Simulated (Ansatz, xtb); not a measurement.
**Ranking isomers of NOPSi+**

4 gas-phase structures of NOPSi+, found in a search over its isomers (lower ones may exist). Each was relaxed with GFN2-xTB:

A. the doublet with the links of `O=[Si][N+]#P`
B. the doublet with the links of `[N]=P[O+]=[Si]`
C. a doublet given by its coordinates
D. a doublet given by its coordinates

D (Å):

```yaml
atoms:
  - { symbol: N, position_ang: [-1.0389, -0.7460, -2.5784] }
  - { symbol: O, position_ang: [-1.9957, -0.0342, -0.2464] }
  - { symbol: P, position_ang: [-1.1719, 0.3314, -1.3665] }
  - { symbol: Si, position_ang: [-1.0665, -1.9754, -3.6446] }
```

Close contacts (Å): N1–P3 1.63, N1–Si4 1.63, O2–P3 1.44.

C (Å):

```yaml
atoms:
  - { symbol: N, position_ang: [0.3346, -1.1874, -0.8332] }
  - { symbol: O, position_ang: [-0.6381, 0.7765, -0.0533] }
  - { symbol: P, position_ang: [0.1677, -0.5489, 0.6225] }
  - { symbol: Si, position_ang: [-0.5030, 0.1779, -1.6050] }
```

Close contacts (Å): N1–P3 1.60, N1–Si4 1.78, O2–P3 1.69, O2–Si4 1.67, P3–Si4 2.44.

Estimate their order in r2SCAN-D4/def2-SVP energy at these geometries, lowest first.

Calculated order at r2SCAN-D4/def2-SVP: D (0.0), C (40.9), A (56.9), B (87.4) kJ/mol.

Energies above the lowest of each column, in kJ/mol; the last columns are at B3LYP-D3(BJ)/def2-SVP geometries and were run for some of them only (a dash: not run or not comparable):

```tsv
structure	GFN2-xTB	HF/STO-3G	r2SCAN-D4/def2-SVP	B3LYP-D3(BJ)/def2-SVP	CCSD(T)/def2-SVP
D	93.7	92.7	0.0	0.0	0.0
C	164.3	37.6	40.9	47.2	45.4
A	0.0	182.1	56.9	27.5	2.6
B	180.5	0.0	87.4	–	–
```

CCSD(T)/def2-SVP puts D lowest of those it was run on, with A within 1 kcal/mol; HF/STO-3G picks B. CCSD(T)/def2-SVP orders those it was run on as D (0.0), A (2.6), C (45.4) kJ/mol. Less than 1 kcal/mol parts D and A, so the order within that pair means little. Flexible structures stand in one conformer each, not always the lowest. Frequencies (B3LYP-D3(BJ)/def2-SVP) were run for A, C, D alone. Open shells are spin-unrestricted, some with notable spin contamination. Large T1 diagnostics make some coupled-cluster values less sure.

Over these structures GFN2-xTB departs from r2SCAN-D4/def2-SVP by 60.1 kJ/mol on average once a common shift is removed. A GFN2-xTB relaxation took about 0.3 s and the r2SCAN-D4/def2-SVP energy about 7.2 s on a shared host (Ansatz 0.2.0, xtb 6.7.1).
